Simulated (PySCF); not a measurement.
Q: Give a PBE0-D3(BJ)/def2-SVP geometry of `[BH2][GeH2][B](F)F`.

A: 
Z-matrix in Å and degrees, rows numbered from 1:
```
B 
Ge  1  2.0505
B   2  2.0787  1  104.92
F   3  1.3180  2  121.60  1    83.00
F   3  1.3176  2  121.45  1   -94.98
H   1  1.2067  2  120.37  3   -85.28
H   1  1.2069  2  120.57  3    90.70
H   2  1.5403  1  112.83  3   117.14
H   2  1.5395  1  113.35  3  -117.88
```

B3 (three-coordinate boron) is planar (angles 121.6°, 121.4° and 116.9°, sum 360.0°, 0.01 Å off the plane of its three neighbours). The B–Ge distances run from 2.051 Å (B1–Ge2, drawn single) to 2.079 Å (Ge2–B3, drawn single), a spread of 0.028 Å. Ge2 (germanium bonded to 2 B and 2 H) is distorted tetrahedral (angles from 104.9° to 113.4°). B1 (three-coordinate boron) is planar (angles 120.6°, 120.4° and 118.9°, sum 359.9°, 0.03 Å off the plane of its three neighbours).

Computed, not measured: PBE0-D3(BJ)/def2-SVP geometry optimisation, gas phase in PySCF.

Point group: near Cs, missed by 0.20 Å at most; the miss may be what the optimiser left on a soft mode. No PBE0-D3(BJ)/def2-SVP frequencies stand behind this structure, so it isn't proved a minimum. One conformer, not necessarily the lowest (H–B1–Ge2–B3 -85° and 91°, B1–Ge2–B3–F4 83°).
